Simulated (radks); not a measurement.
The scandium ion Sc2+, 19 electrons, occupied as [Ar] 3d1. All-electron calculation, scalar-relativistic Kohn-Sham, LDA (Slater exchange, VWN5 correlation), spin-polarised, spherical densities, finite nucleus; open shells are filled with parallel spins first; Fermi nuclear charge, rms radius 3.5459 fm; hard spherical wall at 12 bohr. Program: a radial shooting solver on a logarithmic mesh with Libxc functionals.

Radial electron density D(r) = 4 pi r^2 rho(r):

r (bohr),D(r) (e/bohr),spin D(r)
0.008959,4.456,-0.000134
0.01167,6.704,-0.000202
0.01519,9.749,-0.000294
0.01978,13.57,-0.000411
0.02576,17.84,-0.000547
0.03354,21.82,-0.000692
0.04332,24.34,-0.000843
0.05641,24.55,-0.00105
0.07345,22.27,-0.00142
0.09565,19.26,-0.00203
0.1245,18.50,-0.00239
0.1622,21.50,-0.0000655
0.2112,25.56,0.0114
0.275,25.26,0.0434
0.358,18.53,0.110
0.4662,10.27,0.222
0.6071,6.994,0.371
0.7905,8.323,0.520
1.029,8.708,0.598
1.34,5.977,0.555
1.745,2.640,0.411
2.273,0.7682,0.233
2.959,0.1617,0.0939
3.853,0.02780,0.0239
5.017,0.003386,0.00330
6.533,0.0002047,0.000204

D(r) has 3 maxima, at r = 0.0504, 0.240, 0.935 bohr, and minima at 0.116, 0.612 bohr, inside which lie 2.15, 10.40 electrons.
